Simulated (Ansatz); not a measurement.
Isomers of Zr₂O₆H₄ (singlet), relaxed with r2SCAN-D4/def2-SVP; total energies from Ansatz at PBE0-D4/def2-TZVP.

```tsv
isomer	description	energy (Eh)
A	point group not assigned; 9 × O–Zr 1.76 to 2.57 Å; 1 × O–O 1.51 Å; 3 × H–O 0.96 to 0.97 Å; 1 × H–Zr 1.90 Å	-547.85944
B	point group not assigned; 9 × O–Zr 1.76 to 2.51 Å; 1 × O–O 1.50 Å; 3 × H–O 0.96 to 0.97 Å; 1 × H–Zr 1.86 Å	-547.85694
```

In the def2 sets Zr takes a core potential; there is no spin–orbit coupling.

The isomers come from a short search, and lower ones may exist.

**Question.** Work out the relative energies (1 Eh = 2625.5 kJ/mol) and the Boltzmann populations at 800 K from electronic energies alone (R = 8.314 J/mol/K).

**Answer.** ΔE: A 0.0, B 6.6 kJ/mol. RT = 6.65 kJ/mol. Factors exp(−ΔE/RT): A 1, B 0.371; sum 1.371. Populations: A 72.9 %, B 27.1 %. Zero-point energy, vibrational entropy and symmetry numbers are left out and can shift these; an error of 4 kJ/mol changes a ratio by a factor of 1.8. Over the other density-functional and correlated levels in def2 sets, the gap between A and B ranges from 5 to 13 kJ/mol.
